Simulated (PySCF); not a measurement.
Electron correlation in B (boron, neutral)

[He] 2s1 2p2, high-spin 4P determinant (an excited configuration). All numbers are calculated (PySCF 2.14, the non-relativistic Hamiltonian (point nucleus), in def2-QZVPPD (8s4p4d2f1g, 63 functions)). Frozen: 1s2; 3 electrons correlated.

MP2 pair energies summed by pair of shells (mhartree):

```
 pair  energy  share (%)
2p-2p   -6.79       57.1
2s-2p   -5.10       42.9
```

Total MP2 correlation energy: -11.89 mhartree.

Same-spin part -11.89 and opposite-spin part 0.00 mhartree; SCS-MP2 scales them by 1/3 and 6/5 to -3.96 mhartree.
